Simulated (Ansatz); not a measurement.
Saddle search on CH7GeN, closed shell by partitioned rational-function steps on PBE0-D4/def2-TZVP gradients (Ansatz 0.2.0), from this start:

```
10
angstrom
Ge -1.0030 -0.1693 -0.3971
C 1.1165 0.4925 -0.0436
N -0.9327 -0.7577 1.2622
H 0.3982 -0.2367 0.7598
H -0.7945 -1.0042 -1.6939
H -1.6198 1.1995 -0.7959
H 0.9187 0.9411 -1.0385
H 1.9786 -0.1749 -0.1825
H 1.3535 1.3326 0.6242
H -1.4156 -1.6228 1.5055
```

```
step  energy less the last (meV)  largest force (eV/Å)  curvature followed (eV/Å²)
   1                        15.6                 0.246                      -13.68
   2                         8.9                 0.294                      -13.53
   3                        11.9                 0.475                      -13.57
   4                         7.8                 0.230                      -13.70
   5                         4.9                 0.105                      -13.70
   6                        12.0                 0.638                      -13.69
   7                         7.5                 0.302                      -13.70
   8                         5.1                 0.330                      -13.74
   9                         7.0                 0.348                      -13.78
  10                         2.3                 0.163                      -13.85
  11                         2.8                 0.178                      -13.87
  12                         1.6                 0.084                      -13.96
  13                         1.6                 0.047                      -13.98
  14                         1.2                 0.066                      -13.97
  15                         1.0                 0.037                      -13.98
  16                         0.8                 0.057                      -13.98
  17                         0.5                 0.039                      -13.98
  18                         0.3                 0.045                      -13.98
  19                         0.1                 0.043                      -13.98
  20                         0.0                 0.040                      -13.97
  21                         0.0                 0.048                      -13.97
  22                         0.1                 0.060                      -13.98
  23                         0.0                 0.040                      -14.00
  24                         0.0                 0.003                      -14.02
```

The search ended at:

```
10
angstrom
Ge -1.0315 -0.1146 -0.3625
C 1.1087 0.5053 -0.0556
N -0.9520 -0.7920 1.2684
H 0.3724 -0.2488 0.7415
H -0.9740 -0.9030 -1.6976
H -1.5604 1.3112 -0.6432
H 1.1001 0.5975 -1.1515
H 1.9987 -0.0939 0.1595
H 1.1907 1.4964 0.3857
H -1.2527 -1.7580 1.3556
```
